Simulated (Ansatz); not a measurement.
`FC(F)(F)/C=C/c1ccc(/C=C/c2ccc(/C=C/c3ccc(C(F)(F)F)cc3)cc2)cc1`. Charge 0, multiplicity 1. Geometry PBE-D4/def2-SVP.

```xyz
50

F    -9.854    5.965    0.743
C    -9.493    5.344   -0.410
F    -9.294    6.306   -1.341
F   -10.567    4.611   -0.808
C    -8.295    4.474   -0.202
C    -7.139    4.639   -0.883
C    -5.917    3.848   -0.756
C    -4.798    4.175   -1.558
C    -3.609    3.450   -1.471
C    -3.474    2.358   -0.578
C    -2.210    1.635   -0.524
C    -1.907    0.574    0.278
C    -0.641   -0.144    0.338
C     0.484    0.178   -0.471
C     1.673   -0.534   -0.373
C     1.817   -1.615    0.539
C     3.044   -2.388    0.684
C     4.221   -2.187    0.025
C     5.451   -2.961    0.176
C     5.563   -4.096    1.019
C     6.764   -4.796    1.131
C     7.896   -4.385    0.401
C     9.208   -5.108    0.573
F     9.993   -5.000   -0.526
F     9.919   -4.608    1.617
F     9.026   -6.429    0.818
C     7.807   -3.268   -0.446
C     6.601   -2.570   -0.555
C     0.696   -1.939    1.341
C    -0.498   -1.224    1.244
C    -4.601    2.031    0.226
C    -5.785    2.754    0.139
H    -8.438    3.686    0.553
H    -7.101    5.457   -1.621
H    -4.874    5.019   -2.262
H    -2.754    3.727   -2.107
H    -1.435    2.015   -1.212
H    -2.679    0.200    0.972
H     0.418    1.006   -1.191
H     2.516   -0.252   -1.021
H     2.983   -3.210    1.417
H     4.288   -1.356   -0.697
H     4.690   -4.441    1.594
H     6.830   -5.679    1.783
H     8.687   -2.952   -1.026
H     6.538   -1.697   -1.222
H     0.775   -2.773    2.056
H    -1.351   -1.498    1.883
H    -4.542    1.191    0.933
H    -6.633    2.467    0.779
```

Single mean-field runs in def2-SVP, def2-TZVP are fitted with def2-universal-jkfit.

(1) Estimate the orbital energies around the gap (eV) in Ansatz with PBE-D4/def2-SVP, PBE-D4/def2-TZVP, r2SCAN-D4/def2-TZVP, PBE0-D4/def2-SVP, PBE0-D4/def2-TZVP.

Results:

(1) 
```tsv
orbital	PBE-D4/def2-SVP	PBE-D4/def2-TZVP	r2SCAN-D4/def2-TZVP	PBE0-D4/def2-SVP	PBE0-D4/def2-TZVP
HOMO−5	-6.78	-6.87	-7.08	-7.88	-7.90
HOMO−4	-6.76	-6.85	-7.06	-7.86	-7.88
HOMO−3	-6.72	-6.80	-7.01	-7.81	-7.83
HOMO−2	-6.68	-6.76	-6.96	-7.75	-7.77
HOMO−1	-5.97	-6.05	-6.22	-6.92	-6.94
HOMO	-5.19	-5.27	-5.38	-5.98	-5.99
LUMO	-3.23	-3.34	-3.30	-2.65	-2.71
LUMO+1	-2.53	-2.65	-2.56	-1.83	-1.90
LUMO+2	-1.76	-1.95	-1.80	-0.90	-1.06
LUMO+3	-1.57	-1.74	-1.59	-0.71	-0.84
LUMO+4	-1.47	-1.64	-1.48	-0.57	-0.72
LUMO+5	-1.42	-1.56	-1.40	-0.54	-0.65
```
